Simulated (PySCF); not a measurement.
Job file and geometry (Å, from GFN2-xTB) of an NMR shielding run on SMILES BN([SiH3])[SiH2]C#C, C$_{2}$H$_{8}$BNSi$_{2}$, GIAO PBE0/pcSseg-1 NMR shielding, non-relativistic, gas phase (PySCF 2.14.0, density-fitted response routines); density fitting, a coarse starting grid and PySCF grid level 2 are the driver's defaults:

```
$ OMP_NUM_THREADS=1 python probes_run.py task.json out

{"job": {"kind": "nmr", "xc": "PBE0", "basis": "pcSseg-1"}, "charge": 0, "multiplicity": 1}
B     -1.642720    -0.775035     0.820731
N     -0.821881    -0.106842    -0.102297
Si    -0.768395     1.647091    -0.209676
Si     0.237511    -0.984000    -1.206320
C      1.992957    -0.591586    -0.758055
C      3.130530    -0.339254    -0.460888
H     -2.329769    -0.157558     1.542573
H     -1.641545    -1.946987     0.863073
H      0.598716     2.070970     0.103637
H     -1.731227     2.207951     0.731103
H     -1.118606     2.010206    -1.587481
H      0.002643    -2.418305    -1.060532
H     -0.035464    -0.499887    -2.565827
H      4.126573    -0.117236    -0.201902
```

Question: Write the output of this run.

Answer: 
```
coarse grid: 12528 points
cycle   1  E = -739.0253072781  dE =  3.865e-01  |g| = 4.848e-01  |ddm| = 3.411e+00
cycle   2  E = -738.9974196567  dE =  2.789e-02  |g| = 6.023e-01  |ddm| = 9.823e-01
cycle   3  E = -739.0778322457  dE = -8.041e-02  |g| = 1.283e-01  |ddm| = 5.285e-01
cycle   4  E = -739.0813879458  dE = -3.556e-03  |g| = 3.827e-02  |ddm| = 1.188e-01
cycle   5  E = -739.0816195131  dE = -2.316e-04  |g| = 2.595e-02  |ddm| = 4.341e-02
cycle   6  E = -739.0817851186  dE = -1.656e-04  |g| = 2.223e-03  |ddm| = 1.748e-02
cycle   7  E = -739.0817863815  dE = -1.263e-06  |g| = 4.157e-04  |ddm| = 2.847e-03
final grid: 111448 points
cycle   8  E = -739.1143725806  dE = -2.328e-05  |g| = 5.444e-03  |ddm| = 2.603e-02
cycle   9  E = -739.1143658952  dE =  6.685e-06  |g| = 7.853e-03  |ddm| = 1.109e-02
cycle  10  E = -739.1143794786  dE = -1.358e-05  |g| = 1.116e-03  |ddm| = 5.984e-03
cycle  11  E = -739.1143797567  dE = -2.780e-07  |g| = 3.247e-04  |ddm| = 1.058e-03
cycle  12  E = -739.1143797759  dE = -1.920e-08  |g| = 1.861e-04  |ddm| = 3.373e-04
cycle  13  E = -739.1143797845  dE = -8.652e-09  |g| = 2.108e-05  |ddm| = 1.320e-04
cycle  14  E = -739.1143797846  dE = -1.037e-10  |g| = 4.126e-06  |ddm| = 2.848e-05
converged SCF energy = -739.1143797846

GIAO shielding tensors (ppm)
atom      isotropic    diamagn.    paramagn.     s11        s22        s33       span
  0 B       50.845     195.766    -144.921     22.503     22.940    107.092     84.588
  1 N      137.876     330.910    -193.035      7.465    132.514    273.648    266.183
  2 Si     386.350     880.414    -494.064    323.809    375.805    459.434    135.625
  3 Si     392.064     880.093    -488.028    333.818    390.583    451.792    117.974
  4 C       99.422     260.756    -161.334     -0.466     10.101    288.631    289.097
  5 C       80.796     261.013    -180.217     -3.192      3.947    241.633    244.825
  6 H       26.291      31.041      -4.750     24.114     26.027     28.733      4.620
  7 H       26.338      30.919      -4.582     23.935     26.062     29.016      5.081
  8 H       26.447      30.532      -4.085     22.515     26.540     30.286      7.771
  9 H       26.804      29.763      -2.960     23.693     25.345     31.373      7.679
 10 H       26.784      29.361      -2.577     23.568     25.347     31.436      7.868
 11 H       26.531      28.420      -1.889     23.167     25.107     31.319      8.152
 12 H       26.541      28.466      -1.925     23.703     24.988     30.931      7.228
 13 H       29.548      33.311      -3.763     24.651     24.889     39.104     14.453
```

Size and cost of the density-fitted run: 156 basis functions, 32 s wall time on 1 thread of an Arm Neoverse N1, shared host; peak memory 0.72 GiB.
